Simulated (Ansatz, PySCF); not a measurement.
C₂H₅BF₂O, SMILES B(OC)(F)CF. Atoms are numbered in the order given.

```xyz
11

C     -2.3395     0.1744     0.6684
O     -0.9683     0.4754     0.7921
B     -0.0213    -0.0303    -0.0146
F     -0.3396    -0.8660    -1.0000
C      1.4791     0.3919     0.2364
F      2.3490    -0.1917    -0.6530
H     -2.6979    -0.2663     1.6107
H     -2.8983     1.1045     0.4859
H     -2.5331    -0.5291    -0.1549
H      1.7733     0.1232     1.2685
H      1.5714     1.4925     0.1726
```

Geometry: PBE0-D3(BJ)/def2-SVP. This is a generated structure with no PubChem entry under its InChIKey; it may be hypothetical. Other conformers were not sampled.

Two levels are set side by side: PBE-D3(BJ)/def2-SVP (Ansatz, an electronic-structure program) and PBE0-D3(BJ)/def2-SVP (Ansatz). Each level has its own optimised geometry; the coordinates shown are those of the second. Frequencies come from the Hessian of PySCF at each geometry. Differences are taken from unrounded values.

```json
[
 {"quantity": "mean bond length (Å)", "PBE0-D3(BJ)": "1.255", "PBE-D3(BJ)": "1.266", "PBE-D3(BJ) minus PBE0-D3(BJ)": "0.011"},
 {"quantity": "bond C1–O2 (Å)", "PBE0-D3(BJ)": "1.409", "PBE-D3(BJ)": "1.424", "PBE-D3(BJ) minus PBE0-D3(BJ)": "0.015"},
 {"quantity": "bond O2–B3 (Å)", "PBE0-D3(BJ)": "1.343", "PBE-D3(BJ)": "1.355", "PBE-D3(BJ) minus PBE0-D3(BJ)": "0.012"},
 {"quantity": "bond B3–F4 (Å)", "PBE0-D3(BJ)": "1.331", "PBE-D3(BJ)": "1.343", "PBE-D3(BJ) minus PBE0-D3(BJ)": "0.013"},
 {"quantity": "bond B3–C5 (Å)", "PBE0-D3(BJ)": "1.579", "PBE-D3(BJ)": "1.586", "PBE-D3(BJ) minus PBE0-D3(BJ)": "0.007"},
 {"quantity": "bond C5–F6 (Å)", "PBE0-D3(BJ)": "1.374", "PBE-D3(BJ)": "1.389", "PBE-D3(BJ) minus PBE0-D3(BJ)": "0.015"},
 {"quantity": "bond C1–H7 (Å)", "PBE0-D3(BJ)": "1.100", "PBE-D3(BJ)": "1.109", "PBE-D3(BJ) minus PBE0-D3(BJ)": "0.009"},
 {"quantity": "bond C1–H8 (Å)", "PBE0-D3(BJ)": "1.100", "PBE-D3(BJ)": "1.109", "PBE-D3(BJ) minus PBE0-D3(BJ)": "0.009"},
 {"quantity": "bond C1–H9 (Å)", "PBE0-D3(BJ)": "1.100", "PBE-D3(BJ)": "1.109", "PBE-D3(BJ) minus PBE0-D3(BJ)": "0.009"},
 {"quantity": "bond C5–H10 (Å)", "PBE0-D3(BJ)": "1.106", "PBE-D3(BJ)": "1.116", "PBE-D3(BJ) minus PBE0-D3(BJ)": "0.010"},
 {"quantity": "bond C5–H11 (Å)", "PBE0-D3(BJ)": "1.106", "PBE-D3(BJ)": "1.116", "PBE-D3(BJ) minus PBE0-D3(BJ)": "0.010"},
 {"quantity": "highest harmonic wavenumber (cm⁻¹)", "PBE0-D3(BJ)": "3166", "PBE-D3(BJ)": "3067", "PBE-D3(BJ) minus PBE0-D3(BJ)": "-99"},
 {"quantity": "mean harmonic wavenumber (cm⁻¹)", "PBE0-D3(BJ)": "1304", "PBE-D3(BJ)": "1256", "PBE-D3(BJ) minus PBE0-D3(BJ)": "-48"},
 {"quantity": "zero-point energy (kcal/mol)", "PBE0-D3(BJ)": "50.34", "PBE-D3(BJ)": "48.50", "PBE-D3(BJ) minus PBE0-D3(BJ)": "-1.84"}
]
```

GGA bonds tend to be longer and softer than those of functionals with exact exchange. Differences between two approximate levels are no errors against the true value.
